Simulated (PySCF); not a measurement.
C₂H₇Cl₃P₂Si.
Z-matrix (Å and degrees, GFN2-xTB geometry), rows numbered from 1:
```
P 
Si  1  2.2589
P   2  2.2672  1  111.13
Cl  2  2.0512  1  114.29  3  -130.25
C   2  1.9247  1  107.03  3   113.00
C   5  1.5023  2  111.97  1    71.13
Cl  6  1.7797  5  110.25  2   -56.80
Cl  6  1.7868  5  111.29  2  -177.56
H   1  1.3906  2   94.71  3    43.58
H   1  1.3848  2   95.44  3   136.37
H   3  1.3845  2   94.54  1  -165.19
H   3  1.3837  2   94.34  1   -72.36
H   5  1.0904  2  108.67  1   -50.01
H   5  1.0905  2  110.66  1  -167.66
H   6  1.0912  5  112.62  2    62.67
```

Computed at PBE0/pcSseg-1 (PySCF, non-relativistic), with Q(35Cl) = −0.0817 b: Cl4, 35Cl (I = 3/2): χzz = -40.86 MHz, η = 0.021; Cl7, 35Cl (I = 3/2): χzz = -75.57 MHz, η = 0.077; Cl8, 35Cl (I = 3/2): χzz = -78.08 MHz, η = 0.039.

Where would the pure quadrupole (NQR) lines of 35Cl at Cl4 fall for the rigid, isolated species?

From ν = (|χ|/2)√(1 + η²/3): ν = 20.43 MHz (silicon-bound chlorine). For 37Cl the ratio of quadrupole moments, 0.7881, gives 16.10 MHz.

Find the zero-field quadrupole resonance frequencies of 35Cl at Cl7.

From ν = (|χ|/2)√(1 + η²/3): ν = 37.82 MHz (alkyl chlorine). For 37Cl the ratio of quadrupole moments, 0.7881, gives 29.81 MHz.

Find the zero-field quadrupole resonance frequencies of 35Cl at Cl8.

From ν = (|χ|/2)√(1 + η²/3): ν = 39.05 MHz (alkyl chlorine). For 37Cl the ratio of quadrupole moments, 0.7881, gives 30.77 MHz.

Apply the simplest Townes–Dailey estimate (no s hybridisation, no π bonding), ionic character = 1 − χzz/χ0, where χ0 is the coupling for one missing p electron along the bond: −109.74 MHz for 35Cl.

Cl4 on Si2: 1 − (-40.86)/(-109.74) = 0.63; Cl7 on C6: 1 − (-75.57)/(-109.74) = 0.31; Cl8 on C6: 1 − (-78.08)/(-109.74) = 0.29. In this model a purely covalent bond gives χ0 and a free halide ion gives zero; s hybridisation or π bonding, where present, is counted here as ionic character.

In a crystal, neighbours and librations shift these lines. GFN2-xTB bond lengths can be off by several hundredths of an ångström, more for odd bonds, and the gradients follow them. These gradients aren't converged with respect to the basis.

The run behind these numbers computed NMR shieldings as well. Time: 60 s (with the writing of density and orbital grids); peak memory 0.93 GiB. Hardware: AMD EPYC 7R43, one thread, on a shared host.

One conformer stands for the species.
